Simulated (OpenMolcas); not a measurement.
## Pt4+ in Cs2GeF6: curves along the breathing mode

Pt4+ with its 6 nearest fluoride ions, on the Ge site of Cs2GeF6 (a = 9.021 Å, distance in the model lattice 1.804 Å). The rest of the host is ab initio model potentials to 7.6 Å and point charges beyond; the distance is set by hand and nothing relaxes. Ligand basis ANO-RCC-VDZP.

| Quantity | Value |
| --- | --- |
| Program | OpenMolcas 26.06 |
| Method | SS-CASPT2, IPEA 0.25 Eh, imaginary shift 0.1 Eh (closed shells correlated: 5s 5p and the ligand valence shells) |
| Basis | ANO-RCC-VDZP [7s6p4d2f] |
| Scalar Hamiltonian | DKH2, point nucleus |
| Active space | 6 electrons in 5 orbitals (5d) |
| State averaging | 2S+1 = 5 even, 5 roots; 2S+1 = 3 even, 45 roots; 2S+1 = 1 even, 50 roots |
| Spin-orbit coupling | state interaction with AMFI integrals over the reference wave functions |

Spin-free energies (labels of O, the rotations of Oh) in cm-1 above the lowest fitted minimum, as all ligands move together:

| R (Å) | 1A1 | 5T2 | 1E | 1E(2) | 1E(3) | 5E | 1E(4) |
| --- | --- | --- | --- | --- | --- | --- | --- |
| 1.765 | 26100 | 102010 | 116040 | 125770 | 138250 | 151240 | 167700 |
| 1.806 | 14150 | 82340 | 96000 | 105690 | 118210 | 127610 | 143640 |
| 1.848 | 6200 | 67460 | 80720 | 90350 | 102860 | 109300 | 124690 |
| 1.889 | 1810 | 57310 | 70040 | 79560 | 91990 | 96220 | 110750 |
| 1.931 | 60 | 50560 | 62630 | 72010 | 84340 | 86910 | 100190 |
| 1.972 | 480 | 46740 | 58200 | 67410 | 79580 | 81120 | 93130 |
| 2.014 | 2600 | 45410 | 55960 | 64960 | 76840 | 77980 | 88430 |

Cubic fits give the following; the wavenumber is harmonic, with the mass of all moving ligands, small differences in it between states hang on the degree of the fit, a number in brackets counts states of one label, and the table is a selection of at most 14 states with clean curves.

```json
{"State": "1A1", "R0 (Å)": "1.941", "Breathing mode (cm-1)": "589", "Minimum (cm-1)": "0"}
```

Roots that are degenerate in the reference are averaged as groups; the widest CASPT2 spread within a group is 2300 cm-1 (the 3-fold group of multiplicity 3 near 72400 cm-1 above the lowest state of its run, R = 1.931). Shifts and gaps below about the spread of the groups concerned are not significant. Over all roots computed the reference weight is 0.69 to 0.72 in R = 1.765, 0.68 to 0.72 in R = 1.806, 0.68 to 0.71 in R = 1.848, 0.67 to 0.71 in R = 1.889, 0.66 to 0.70 in R = 1.931, 0.65 to 0.70 in R = 1.972, 0.65 to 0.69 in R = 2.014; a low but even weight reflects the number of correlated electrons. Ligand-to-metal charge-transfer states are missing. With no ligand orbital active B as a rule stays too high, so bands that hang on it stand too high and its fall with covalency is understated. With one d shell and no ligand orbital active, 10Dq can be off by a tenth or more. The least metal-like active orbital is 66 % on the metal (Löwdin) and no ligand orbital is active, so the numbers are rough, and ground spin, moment and any spin crossover can be artefacts of this space; highly charged d ions in such sites are as a rule low spin (holds for R = 1.765; R = 2.014). The least metal-like active orbital is 67 % on the metal (Löwdin) and no ligand orbital is active, so the numbers are rough, and ground spin, moment and any spin crossover can be artefacts of this space; highly charged d ions in such sites are as a rule low spin (holds for R = 1.806; R = 1.848; R = 1.889; R = 1.931; R = 1.972). A group larger than the point group allows holds several states that coincide in this model. No measured value stands beside these numbers.
